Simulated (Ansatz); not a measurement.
NbS2⁻. Total charge -1; triplet. Geometry PBE-D4/def2-TZVP, that of the neutral doublet; atoms count from 1.

Cartesian coordinates in Å:
```
Nb -1.038 -0.258 0.885
S 0.427 -0.822 -0.828
S 0.611 1.080 -0.057
```

In the def2 sets Nb takes a core potential; there is no spin–orbit coupling. The charge -1 triplet is spin-contaminated (final ⟨S²⟩ up to 2.57, 2.00 for a pure state). The highest occupied level of the charge -1 triplet lies above zero (up to 0.33 eV). It is a level of β spin, whose loss leaves a quartet; that state wasn't run at this geometry and level. The electron is either unbound and held by the finite basis, or the level is raised by self-interaction error. The structure comes from a short search, and lower isomers may exist.

(1) Estimate the Mulliken populations from the PBE0/def2-TZVPD orbitals of Ansatz.

(2) Where does the spin sit?

(3) And the Mayer bond orders between bonded heavy atoms (over 0.3)?

Results:

(1) 
```tsv
atom	charge (e)	spin (α − β)	d electrons
Nb1	-0.33	2.12	3.41
S2	-0.34	-0.06	–
S3	-0.34	-0.06	–
```
Mulliken values and Mayer orders depend strongly on the basis. With diffuse functions, as here, like atoms can get unlike values, and bond orders can come out too low or too high.

(2) Summed by element: Nb 2.12, S -0.12, of 2 unpaired in all. Largest on single atoms: Nb1 2.12, S2 -0.06, S3 -0.06.

(3) Nb1–S2 0.86 (2.32 Å); Nb1–S3 0.86 (2.32 Å); S2–S3 0.96 (2.06 Å).
